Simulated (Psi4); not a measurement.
HCl$_{2}$FSSi (SMILES F[Si](S)(Cl)Cl), singlet, geometry from GFN2-xTB; MP4/def2-SVP run with Psi4.

Here is a job for Psi4.
```
memory 2 GB

molecule {
0 1
F    -0.38930945    0.40665327    1.70994084
Si   -0.08592357    0.04878326    0.16755268
S     1.82821102   -0.90953222    0.14361714
Cl   -1.49127436   -1.21546995   -0.44466200
Cl   -0.09816747    1.81183116   -0.77851503
H     2.47584961    0.07153005    0.76093052
}

set {
  basis def2-svp
  freeze_core true
}

energy('mp4')
print_variables()
```

It wrote (shortened):

```
   => Loading Basis Set <=

    Name: DEF2-SVP
    Role: ORBITAL
    Keyword: BASIS

         ---------------------------------------------------------
                                   SCF
               by Justin Turney, Rob Parrish, Andy Simmonett
                          and Daniel G. A. Smith
                              RHF Reference
         ---------------------------------------------------------

  ==> Geometry <==

    Molecular point group: c1
    Full point group: C1

    Geometry (in Angstrom), charge = 0, multiplicity = 1:

       Center              X                  Y                   Z               Mass
    ------------   -----------------  -----------------  -----------------  -----------------
         F           -0.359727158242     0.400401496527     1.711546790557    18.998403162730
         SI          -0.056341278242     0.042531486527     0.169158630557    27.976926534650
         S            1.857793311758    -0.915783993473     0.145223090557    31.972071174400
         CL          -1.461692068242    -1.221721723473    -0.443056049443    34.968852682000
         CL          -0.068585178242     1.805579386527    -0.776909079443    34.968852682000
         H            2.505431901758     0.065278276527     0.762536470557     1.007825032230

  Running in c1 symmetry.

  Rotational constants: A =      0.06165  B =      0.06026  C =      0.04229 [cm^-1]
  Rotational constants: A =   1848.20415  B =   1806.56583  C =   1267.87410 [MHz]
  Nuclear repulsion =  449.509931094108765

  Charge       = 0
  Multiplicity = 1
  Electrons    = 74
  Nalpha       = 37
  Nbeta        = 37

  ==> Algorithm <==

  SCF Algorithm Type is PK.
  DIIS enabled.
  MOM disabled.
  Fractional occupation disabled.
  Guess Type is SAD.
  Energy threshold   = 1.00e-08
  Density threshold  = 1.00e-08
  Integral threshold = 1.00e-12

  ==> Primary Basis <==

  Basis Set: DEF2-SVP
    Blend: DEF2-SVP
    Number of shells: 41
    Number of basis functions: 91
    Number of Cartesian functions: 96
    Spherical Harmonics?: true
    Max angular momentum: 2

  ==> Integral Setup <==

  Using in-core PK algorithm.
   Calculation information:
      Number of atoms:                   6
      Number of AO shells:              41
      Number of primitives:             89
      Number of atomic orbitals:        96
      Number of basis functions:        91

      Integral cutoff                 1.00e-12
      Number of threads:                 1

[...]
  @RHF Final Energy: -1705.09204442138616
    Total Energy =                      -1705.0920444213861629
[...]
        v(ab,ci) diagrams will be evaluated in   1 blocks over ov2.
        v(ab,ci) diagrams will be evaluated in   1 blocks over ov.

  Allocate cpu memory (    36.38 mb).....done.
  Initialize cpu memory..................done.

  ==> MP4(SDQ) <==

        OS MP2 correlation energy:            -0.488063845113
        SS MP2 correlation energy:            -0.179728788827
        MP2 correlation energy:               -0.667792633940
      * MP2 total energy:                  -1705.759837055326

        OS MP2.5 correlation energy:          -0.509883364320
        SS MP2.5 correlation energy:          -0.176394914644
        MP2.5 correlation energy:             -0.686278278965
      * MP2.5 total energy:                -1705.778322700351

        OS MP3 correlation energy:            -0.531702883528
        SS MP3 correlation energy:            -0.173061040461
        MP3 correlation energy:               -0.704763923989
      * MP3 total energy:                  -1705.796808345376

        OS MP4(SDQ) correlation energy:       -0.541382294518
        SS MP4(SDQ) correlation energy:       -0.164083096333
        MP4(SDQ) correlation energy:          -0.711370398903
      * MP4(SDQ) total energy:             -1705.803414820289

        ==> Resort (ov|vv) integrals for low-memory (T) computation <==

        *******************************************************
        *                                                     *
        *                       MP4(T)                        *
        *                                                     *
        *******************************************************

        Using low-memory algorithm.

        num_threads:                      1
        memory requirements:       13.24 mb

        Number of abc combinations: 27720

        Computing (T) correction...

        % complete  total time
              10.0
              20.0
              30.0
              40.0
              50.0
              60.0
              70.0
              80.0
              90.0

        MP4(T) correlation energy:              -0.015444318344

        MP4(SDTQ) correlation energy:           -0.726814717246
      * MP4(SDTQ) total energy:              -1705.818859138632

  Variable Map:
  ----------------------------------------------------------------------------
[...]
  Array Variable Map:
  ----------------------------------------------------------------------------
[...]
[...]
```
